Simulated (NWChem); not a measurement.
Species: TaNHCl$_{2}$F; SMILES [NH]=[Ta]([F])([Cl])[Cl]

def2 effective core potentials on Ta; no spin-orbit coupling.

Problem. Give the equilibrium geometry at PBE0/def2-SVP with def2 effective core potentials on Ta (NWChem) as a list of bonds and angles, with the point group.

Solution. point group Cs; any orientation.
Bonded distances (Å): Ta1–N2 1.747, Ta1–F4 1.876, Ta1–Cl5 2.307, Ta1–Cl6 2.307, N2–H3 1.014. Bond angles (°): N2–Ta1–F4 107.0, N2–Ta1–Cl5 107.0, N2–Ta1–Cl6 107.0, F4–Ta1–Cl5 111.6, F4–Ta1–Cl6 111.6, Cl5–Ta1–Cl6 112.3, Ta1–N2–H3 178.8.
